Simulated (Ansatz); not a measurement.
Frontier orbitals of C11H13ClTi (`[CH3][Ti]12345678([Cl])([C@H]9[C@@H]1[C@@H]2[C@@H]3[C@H]94)[C@H]1[C@@H]5[C@@H]6[C@@H]7[C@H]18`).

Z-matrix (Å, degrees):
```
Ti
C 1 2.404
C 1 2.387 2 148.2
C 1 2.381 2 108.4 3 -56.6
C 1 2.158 2 117.1 3 145.5
C 1 2.388 2 163.3 3 -85.0
C 1 2.384 2 56.8 3 -166.0
C 1 2.367 2 34.2 3 -86.7
Cl 1 2.313 2 80.0 3 57.1
C 1 2.369 2 128.9 3 -88.9
C 1 2.387 2 116.9 3 -20.6
C 1 2.399 2 34.0 3 156.7
C 1 2.366 2 57.1 3 -124.7
H 2 1.078 1 118.0 3 -34.8
H 3 1.078 1 117.2 2 88.1
H 4 1.078 1 120.2 2 -11.3
H 5 1.092 1 107.8 2 -135.5
H 5 1.093 1 114.6 2 103.3
H 5 1.091 1 108.4 2 -18.3
H 6 1.077 1 120.3 2 -126.9
H 7 1.078 1 119.6 2 -159.3
H 8 1.078 1 120.2 2 122.6
H 10 1.079 1 120.2 2 -59.7
H 11 1.079 1 117.7 2 39.0
H 12 1.079 1 117.7 2 -121.9
H 13 1.078 1 120.1 2 159.5
```

Total charge 0; spin multiplicity 1. Correlated methods include outer-core shells of Ti, which these sets cover unevenly. Scalar relativity is left out up to krypton. The structure was optimised at the PBE0-D4/def2-TZVP level. Basis def2-TZVPP, the Gaussian-basis code of Ansatz.

Orbital energies of one run (eV). Highest occupied ones, from the top: -8.61, -9.38, -9.47, -9.52, -10.18, -10.59, -10.94, -11.23, -12.78, -13.00, -13.30, -13.36, -13.46, -13.54. Empty: 0.28, 1.19, 1.20, 1.37, 1.52, 1.76.

**Question.** Which functional gave them?
A. ωB97M-V
B. r2SCAN
C. LC-ωPBE
D. PBE

**Answer.** A. HOMO energies: ωB97M-V -8.61, PBE -5.56, LC-ωPBE -9.03, r2SCAN -5.74 eV.

LC-ωPBE has ω = 0.4 bohr⁻¹.
